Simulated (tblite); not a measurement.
C5H9BCl2.
SMILES with atom numbers: `[CH3:1]/[CH:2]=[CH:3]/[C@@H:4]([CH3:5])[B:6]([Cl:7])[Cl:8]` (hydrogens: H9, H10, H11 on C1; H12 on C2; H13 on C3; H14 on C4; H15, H16, H17 on C5)

Computed with GFN2-xTB (tblite), gas phase: L-BFGS steps from a force-field or distance-geometry start until the largest atomic force falls under 0.01 eV/Å.

Step 19: E = -698.3228 eV
```
atom  x, y, z in Å  |  force x, y, z in eV/Å
C1      2.7393    0.5910   -0.4370   -0.020   0.004  -0.015
C2      1.3363    0.1911   -0.7841   -0.005  -0.001   0.004
C3      0.3923   -0.0690    0.1076   -0.010  -0.048   0.011
C4     -1.0249   -0.4850   -0.2345    0.008   0.011  -0.032
C5     -1.6866   -1.1640    0.9755    0.020   0.012  -0.007
B6     -1.8131    0.8258   -0.7112    0.027  -0.007   0.014
Cl7    -2.0302    2.1449    0.3627   -0.021   0.009   0.008
Cl8    -2.4078    0.9706   -2.3176    0.020   0.018   0.015
H9      2.7515    1.4985    0.1658   -0.040  -0.020   0.010
H10     3.3188    0.7716   -1.3375    0.011   0.000  -0.004
H11     3.2332   -0.1925    0.1370   -0.023   0.003   0.002
H12     1.1086    0.1110   -1.8387   -0.005  -0.031  -0.008
H13     0.6050    0.0227    1.1642   -0.002   0.037  -0.013
H14    -0.9849   -1.2118   -1.0529    0.026   0.007   0.006
H15    -2.6967   -1.4838    0.7266    0.032   0.019   0.020
H16    -1.7357   -0.4721    1.8133   -0.032  -0.020  -0.005
H17    -1.1121   -2.0369    1.2762    0.012   0.007  -0.006
```

Step 20: E = -698.3233 eV
```
atom  x, y, z in Å  |  force x, y, z in eV/Å
C1      2.7381    0.5908   -0.4367   -0.017   0.007  -0.016
C2      1.3353    0.1908   -0.7849    0.002  -0.022   0.012
C3      0.3912   -0.0683    0.1072   -0.013  -0.037  -0.003
C4     -1.0258   -0.4850   -0.2363    0.008  -0.012  -0.002
C5     -1.6857   -1.1639    0.9759    0.019   0.009  -0.013
B6     -1.8138    0.8260   -0.7116    0.042  -0.020   0.015
Cl7    -2.0288    2.1411    0.3659   -0.030   0.030   0.019
Cl8    -2.4042    0.9761   -2.3185    0.014   0.018   0.006
H9      2.7495    1.4980    0.1665   -0.040  -0.019   0.007
H10     3.3173    0.7718   -1.3373    0.016   0.002  -0.001
H11     3.2329   -0.1922    0.1377   -0.031   0.005  -0.007
H12     1.1098    0.1044   -1.8400   -0.005  -0.024   0.006
H13     0.6031    0.0278    1.1640   -0.009   0.035  -0.030
H14    -0.9854   -1.2126   -1.0544    0.026   0.016   0.018
H15    -2.6959   -1.4860    0.7281    0.047   0.024   0.024
H16    -1.7356   -0.4706    1.8135   -0.027  -0.040  -0.027
H17    -1.1089   -2.0363    1.2762   -0.002   0.030  -0.008
```

Step 21: E = -698.3240 eV
```
atom  x, y, z in Å  |  force x, y, z in eV/Å
C1      2.7358    0.5906   -0.4366   -0.010   0.008  -0.015
C2      1.3337    0.1898   -0.7861    0.013  -0.052   0.012
C3      0.3894   -0.0677    0.1064   -0.008  -0.011  -0.022
C4     -1.0270   -0.4851   -0.2388    0.011  -0.040   0.039
C5     -1.6839   -1.1636    0.9761    0.013  -0.001  -0.017
B6     -1.8141    0.8261   -0.7121    0.053  -0.023   0.015
Cl7    -2.0274    2.1357    0.3710   -0.039   0.051   0.029
Cl8    -2.3985    0.9848   -2.3196    0.009   0.017  -0.004
H9      2.7456    1.4969    0.1678   -0.038  -0.012   0.002
H10     3.3152    0.7723   -1.3370    0.018   0.005   0.005
H11     3.2317   -0.1916    0.1387   -0.038   0.005  -0.017
H12     1.1116    0.0940   -1.8415   -0.007  -0.013   0.023
H13     0.6002    0.0362    1.1631   -0.019   0.028  -0.044
H14    -0.9856   -1.2134   -1.0564    0.022   0.020   0.025
H15    -2.6938   -1.4888    0.7308    0.049   0.023   0.020
H16    -1.7359   -0.4691    1.8134   -0.015  -0.053  -0.045
H17    -1.1040   -2.0349    1.2761   -0.014   0.050  -0.007
```

Problem. Estimate the geometry and energy of step 22. (The exact step hangs on the optimiser's Hessian estimate; all steps are aligned on step 21, rigid shifts and turns removed.)

Solution. E = -698.3251 eV, largest force 0.099 eV/Å
```
atom  x, y, z in Å  |  force x, y, z in eV/Å
C1      2.7322    0.5903   -0.4366    0.001   0.006  -0.009
C2      1.3315    0.1871   -0.7878    0.026  -0.086   0.003
C3      0.3864   -0.0671    0.1048    0.006   0.027  -0.040
C4     -1.0287   -0.4859   -0.2420    0.015  -0.059   0.078
C5     -1.6809   -1.1632    0.9762    0.002  -0.016  -0.017
B6     -1.8136    0.8260   -0.7124    0.055  -0.009   0.015
Cl7    -2.0260    2.1281    0.3793   -0.049   0.067   0.033
Cl8    -2.3893    0.9985   -2.3212    0.007   0.012  -0.008
H9      2.7389    1.4950    0.1698   -0.035   0.000  -0.004
H10     3.3124    0.7730   -1.3365    0.017   0.011   0.013
H11     3.2293   -0.1905    0.1398   -0.041   0.000  -0.028
H12     1.1143    0.0778   -1.8434   -0.008  -0.002   0.038
H13     0.5952    0.0496    1.1608   -0.030   0.019  -0.052
H14    -0.9856   -1.2144   -1.0591    0.016   0.015   0.026
H15    -2.6898   -1.4928    0.7353    0.032   0.011   0.004
H16    -1.7366   -0.4676    1.8125    0.006  -0.052  -0.052
H17    -1.0966   -2.0318    1.2759   -0.019   0.056   0.000
```

The energy changes by -0.0011 eV. The first-order estimate −F·Δx gives -0.0014 eV and the mean of the old and new forces, exact on a quadratic surface, -0.0011 eV. The step makes an angle of 77° with the force vector and moves no atom by more than 0.017 Å.

The cost below is that of the whole relaxation. Time: 1.7 s wall. Hardware: an Arm Neoverse N1 with one thread, no GPU, on a shared host.
